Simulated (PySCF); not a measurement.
C2H9BeGeN, singlet, at a GFN2-xTB geometry (such geometries of metal compounds can be far from the true shape); CASSCF(6,8)/STO-3G in PySCF.

Here is a job for PySCF.
```python
from pyscf import gto, scf, mcscf
import numpy

mol = gto.Mole()
mol.atom = '''
    Be    0.246504   -0.184371   -0.197046
    N     1.265778   -0.938201   -1.007129
    C     2.694954   -0.869725   -0.797813
    C     0.953925   -1.831569   -2.100524
    H     3.101003   -1.859122   -0.555265
    H     3.203354   -0.505679   -1.698682
    H     2.915080   -0.192269    0.023899
    H     1.422268   -1.487193   -3.030388
    H     1.318317   -2.844628   -1.891885
    H    -0.122812   -1.872385   -2.247417
    Ge   -1.201974    0.890166    0.955042
    H    -1.726915    0.294836    2.233634
    H    -0.857869    2.252288    1.495291
    H    -2.528988    1.241502    0.337564
'''
mol.basis = 'sto-3g'
mol.charge = 0
mol.spin = 0
mol.verbose = 4
mol.build()

mf = scf.RHF(mol)
mf.kernel()
mc = mcscf.CASSCF(mf, 8, 6)
mc.fix_spin_(ss=0.0)
mc.kernel()
occ = numpy.linalg.eigvalsh(mc.fcisolver.make_rdm1(mc.ci, mc.ncas, mc.nelecas))[::-1]
ss = mc.fcisolver.spin_square(mc.ci, mc.ncas, mc.nelecas)[0]
print('natural occupations', occ.round(4), ' <S^2>', round(ss, 4))
```

Output, abridged:

```
PySCF version 2.14.0

[INPUT] verbose = 4
[INPUT] num. atoms = 14
[INPUT] num. electrons = 64
[INPUT] charge = 0
[INPUT] spin (= nelec alpha-beta = 2S) = 0
[INPUT] symmetry False subgroup None
[INPUT] Mole.unit = angstrom
[INPUT] Symbol           X                Y                Z      unit          X                Y                Z       unit  Magmom
[...]
nuclear repulsion = 273.068201676524
number of shells = 29
number of NR pGTOs = 141
number of NR cGTOs = 47
basis = sto-3g
ecp = {}

******** <class 'pyscf.scf.hf.RHF'> ********
method = RHF
initial guess = minao
damping factor = 0
level_shift factor = 0
DIIS = <class 'pyscf.scf.diis.CDIIS'>
diis_start_cycle = 1
diis_space = 8
diis_damp = 0
SCF conv_tol = 1e-09
SCF conv_tol_grad = None
SCF max_cycles = 50
direct_scf = True
direct_scf_tol = 1e-13
Set gradient conv threshold to 3.16228e-05
Initial guess from minao.
init E= -2197.94090176163
[...]
cycle= 1 E= -2199.96103285096  delta_E= -2.02  |g|= 0.486  |ddm|= 4.34
[...]
cycle= 2 E= -2200.04976994617  delta_E= -0.0887  |g|= 0.103  |ddm|= 0.884
[...]
cycle= 3 E= -2200.05374652319  delta_E= -0.00398  |g|= 0.0364  |ddm|= 0.186
[...]
cycle= 4 E= -2200.05424769441  delta_E= -0.000501  |g|= 0.0083  |ddm|= 0.0621
[...]
cycle= 5 E= -2200.05428472397  delta_E= -3.7e-05  |g|= 0.00138  |ddm|= 0.0196
[...]
cycle= 6 E= -2200.05428585364  delta_E= -1.13e-06  |g|= 0.000356  |ddm|= 0.00313
[...]
cycle= 7 E= -2200.05428593687  delta_E= -8.32e-08  |g|= 5.08e-05  |ddm|= 0.00104
[...]
cycle= 8 E= -2200.05428593906  delta_E= -2.18e-09  |g|= 1.35e-05  |ddm|= 0.000164
[...]
cycle= 9 E= -2200.0542859392  delta_E= -1.48e-10  |g|= 2.33e-06  |ddm|= 4.37e-05
[...]
Extra cycle  E= -2200.05428593922  delta_E= -1.41e-11  |g|= 1.05e-06  |ddm|= 5.01e-06
converged SCF energy = -2200.05428593922

******** <class 'pyscf.mcscf.mc1step.CASSCF'> ********
CAS (3e+3e, 8o), ncore = 29, nvir = 10
max_cycle_macro = 50
max_cycle_micro = 4
conv_tol = 1e-07
conv_tol_grad = None
orbital rotation max_stepsize = 0.02
orbital rotation threshold for CI restart = 0.01
augmented hessian ah_max_cycle = 30
augmented hessian ah_conv_tol = 1e-12
augmented hessian ah_linear dependence = 1e-14
augmented hessian ah_level shift = 1e-08
augmented hessian ah_start_tol = 2.5
augmented hessian ah_start_cycle = 3
augmented hessian ah_grad_trust_region = 3
kf_trust_region = 3
kf_interval = 4
ci_response_space = 4
ci_grad_trust_region = 3
with_dep4 0
natorb = False
canonicalization = True
sorting_mo_energy = False
ao2mo_level = 2
internal_rotation = False
******** <class 'pyscf.fci.addons.SpinPenaltyFCISolver'> ********
max. cycles = 50
conv_tol = 1e-08
davidson only = True
linear dependence = 1e-12
level shift = 0.001
max iter space = 12
nroots = 1
pspace_size = 400
spin = None
CASCI E = -2200.07436370502  S^2 = 0.0000000
Set conv_tol_grad to 0.000316228
macro iter   1 ( 21 JK    4 micro), CASSCF E = -2200.08639982542  dE = -1.20361204e-02  S^2 = 0.0000000
               |grad[o]|=0.0294  |grad[c]|=0.044  |ddm|=0.0389  |maxRot[o]|=0.255
macro iter   2 ( 21 JK    4 micro), CASSCF E = -2200.08985671625  dE = -3.45689083e-03  S^2 = 0.0000000
               |grad[o]|=0.0224  |grad[c]|=0.0147  |ddm|=0.0135  |maxRot[o]|=0.135
macro iter   3 ( 21 JK    4 micro), CASSCF E = -2200.09093666431  dE = -1.07994806e-03  S^2 = 0.0000000
               |grad[o]|=0.0102  |grad[c]|=0.00633  |ddm|=0.00505  |maxRot[o]|=0.0688
macro iter   4 ( 20 JK    4 micro), CASSCF E = -2200.09145795823  dE = -5.21293920e-04  S^2 = 0.0000000
               |grad[o]|=0.0056  |grad[c]|=0.0106  |ddm|=0.00463  |maxRot[o]|=0.0937
macro iter   5 ( 18 JK    4 micro), CASSCF E = -2200.09168314541  dE = -2.25187181e-04  S^2 = 0.0000000
               |grad[o]|=0.00278  |grad[c]|=0.00401  |ddm|=0.00285  |maxRot[o]|=0.207
macro iter   6 ( 11 JK    3 micro), CASSCF E = -2200.09172332979  dE = -4.01843804e-05  S^2 = 0.0000000
               |grad[o]|=0.0012  |grad[c]|=0.00108  |ddm|=0.000882  |maxRot[o]|=0.0876
macro iter   7 (  8 JK    2 micro), CASSCF E = -2200.09172608916  dE = -2.75936418e-06  S^2 = 0.0000000
               |grad[o]|=0.000223  |grad[c]|=0.000543  |ddm|=0.000271  |maxRot[o]|=0.0213
macro iter   8 (  4 JK    1 micro), CASSCF E = -2200.09172646300  dE = -3.73845978e-07  S^2 = 0.0000000
               |grad[o]|=5.27e-05  |grad[c]|=0.000441  |ddm|=0.000143  |maxRot[o]|=0.00993
macro iter   9 (  4 JK    1 micro), CASSCF E = -2200.09172674064  dE = -2.77639174e-07  S^2 = 0.0000000
               |grad[o]|=4.33e-05  |grad[c]|=0.000386  |ddm|=0.000176  |maxRot[o]|=0.00801
macro iter  10 (  4 JK    1 micro), CASSCF E = -2200.09172702450  dE = -2.83860118e-07  S^2 = 0.0000000
               |grad[o]|=3.91e-05  |grad[c]|=0.000393  |ddm|=0.000232  |maxRot[o]|=0.00646
macro iter  11 (  4 JK    1 micro), CASSCF E = -2200.09172735231  dE = -3.27805083e-07  S^2 = 0.0000000
               |grad[o]|=5.14e-05  |grad[c]|=0.000422  |ddm|=0.000264  |maxRot[o]|=0.00694
macro iter  12 (  5 JK    1 micro), CASSCF E = -2200.09172776785  dE = -4.15547220e-07  S^2 = 0.0000000
               |grad[o]|=5.35e-05  |grad[c]|=0.000478  |ddm|=0.000299  |maxRot[o]|=0.00818
macro iter  13 (  5 JK    1 micro), CASSCF E = -2200.09172830724  dE = -5.39386292e-07  S^2 = 0.0000000
               |grad[o]|=6.42e-05  |grad[c]|=0.000547  |ddm|=0.000338  |maxRot[o]|=0.00911
macro iter  14 (  5 JK    1 micro), CASSCF E = -2200.09172901576  dE = -7.08520020e-07  S^2 = 0.0000000
               |grad[o]|=8.87e-05  |grad[c]|=0.000628  |ddm|=0.000385  |maxRot[o]|=0.0115
macro iter  15 (  6 JK    1 micro), CASSCF E = -2200.09172998433  dE = -9.68569111e-07  S^2 = 0.0000000
               |grad[o]|=9.81e-05  |grad[c]|=0.000742  |ddm|=0.000457  |maxRot[o]|=0.0127
macro iter  16 (  9 JK    2 micro), CASSCF E = -2200.09173320976  dE = -3.22542883e-06  S^2 = 0.0000000
               |grad[o]|=9.82e-05  |grad[c]|=0.00107  |ddm|=0.00123  |maxRot[o]|=0.0331
macro iter  17 ( 15 JK    4 micro), CASSCF E = -2200.09175585078  dE = -2.26410257e-05  S^2 = 0.0000000
               |grad[o]|=0.000154  |grad[c]|=0.00222  |ddm|=0.00281  |maxRot[o]|=0.126
macro iter  18 ( 20 JK    4 micro), CASSCF E = -2200.09192801059  dE = -1.72159801e-04  S^2 = 0.0000000
               |grad[o]|=0.000412  |grad[c]|=0.00531  |ddm|=0.00411  |maxRot[o]|= 0.29
macro iter  19 ( 21 JK    4 micro), CASSCF E = -2200.09230733285  dE = -3.79322268e-04  S^2 = 0.0000000
               |grad[o]|=0.000915  |grad[c]|=0.00532  |ddm|=0.00287  |maxRot[o]|=0.307
macro iter  20 ( 17 JK    4 micro), CASSCF E = -2200.09243282253  dE = -1.25489676e-04  S^2 = 0.0000000
               |grad[o]|=0.00104  |grad[c]|=0.00283  |ddm|=0.00256  |maxRot[o]|=0.131
macro iter  21 ( 14 JK    4 micro), CASSCF E = -2200.09249844408  dE = -6.56215534e-05  S^2 = 0.0000000
               |grad[o]|=0.000972  |grad[c]|=0.00301  |ddm|=0.00151  |maxRot[o]|=0.111
macro iter  22 ( 11 JK    4 micro), CASSCF E = -2200.09261718006  dE = -1.18735973e-04  S^2 = 0.0000000
               |grad[o]|=0.000719  |grad[c]|=0.0145  |ddm|=0.00413  |maxRot[o]|=0.0898
macro iter  23 (  7 JK    3 micro), CASSCF E = -2200.09271771450  dE = -1.00534444e-04  S^2 = 0.0000000
               |grad[o]|=0.00109  |grad[c]|=0.00286  |ddm|=0.00271  |maxRot[o]|= 0.05
macro iter  24 ( 10 JK    3 micro), CASSCF E = -2200.09301797465  dE = -3.00260147e-04  S^2 = 0.0000000
               |grad[o]|=0.000973  |grad[c]|=0.00519  |ddm|=0.00689  |maxRot[o]|=0.102
macro iter  25 (  6 JK    2 micro), CASSCF E = -2200.09326074933  dE = -2.42774685e-04  S^2 = 0.0000000
               |grad[o]|=0.00199  |grad[c]|=0.0025  |ddm|=0.00278  |maxRot[o]|= 0.05
macro iter  26 (  7 JK    2 micro), CASSCF E = -2200.09374273920  dE = -4.81989866e-04  S^2 = 0.0000000
               |grad[o]|=0.00248  |grad[c]|=0.00253  |ddm|=0.00488  |maxRot[o]|=0.0699
macro iter  27 ( 21 JK    4 micro), CASSCF E = -2200.09723111772  dE = -3.48837852e-03  S^2 = 0.0000000
               |grad[o]|=0.00361  |grad[c]|=0.0295  |ddm|=0.0392  |maxRot[o]|= 0.21
macro iter  28 ( 21 JK    4 micro), CASSCF E = -2200.09952273410  dE = -2.29161638e-03  S^2 = 0.0000000
               |grad[o]|=0.00956  |grad[c]|=0.0224  |ddm|=0.00641  |maxRot[o]|=0.176
macro iter  29 ( 21 JK    4 micro), CASSCF E = -2200.10095871867  dE = -1.43598457e-03  S^2 = 0.0000000
               |grad[o]|=0.00678  |grad[c]|=0.00601  |ddm|=0.00585  |maxRot[o]|=0.284
macro iter  30 ( 21 JK    4 micro), CASSCF E = -2200.10238193322  dE = -1.42321455e-03  S^2 = 0.0000000
               |grad[o]|=0.00504  |grad[c]|=0.00528  |ddm|=0.00293  |maxRot[o]|=0.308
macro iter  31 ( 21 JK    4 micro), CASSCF E = -2200.10303657453  dE = -6.54641306e-04  S^2 = 0.0000000
               |grad[o]|=0.00377  |grad[c]|=0.0049  |ddm|=0.00278  |maxRot[o]|=0.238
macro iter  32 ( 21 JK    4 micro), CASSCF E = -2200.10372788072  dE = -6.91306192e-04  S^2 = 0.0000000
               |grad[o]|=0.00182  |grad[c]|=0.00621  |ddm|=0.00218  |maxRot[o]|=0.304
macro iter  33 ( 18 JK    4 micro), CASSCF E = -2200.10406842240  dE = -3.40541679e-04  S^2 = 0.0000000
               |grad[o]|=0.00195  |grad[c]|=0.00283  |ddm|=0.00266  |maxRot[o]|=0.241
macro iter  34 (  9 JK    2 micro), CASSCF E = -2200.10407203794  dE = -3.61554203e-06  S^2 = 0.0000000
               |grad[o]|=0.000435  |grad[c]|=0.00015  |ddm|=0.000224  |maxRot[o]|=0.0146
macro iter  35 (  3 JK    1 micro), CASSCF E = -2200.10407205662  dE = -1.86760190e-08  S^2 = 0.0000000
               |grad[o]|=3.56e-05  |grad[c]|=4.85e-05  |ddm|=    0  |maxRot[o]|=0.00053
1-step CASSCF converged in  35 macro (450 JK 100 micro) steps
CASSCF canonicalization
Density matrix diagonal elements [1.97636008 1.97817742 1.95701375 0.003138   0.04436764 0.0036808
 0.01644987 0.02081245]
CASSCF energy = -2200.10407205662
CASCI E = -2200.10407205662  E(CI) = -7.68511230864215  S^2 = 0.0000000
natural occupations [1.9802e+00 1.9764e+00 1.9609e+00 3.8900e-02 2.1700e-02 1.8500e-02
 1.8000e-03 1.6000e-03]  <S^2> 0.0
```
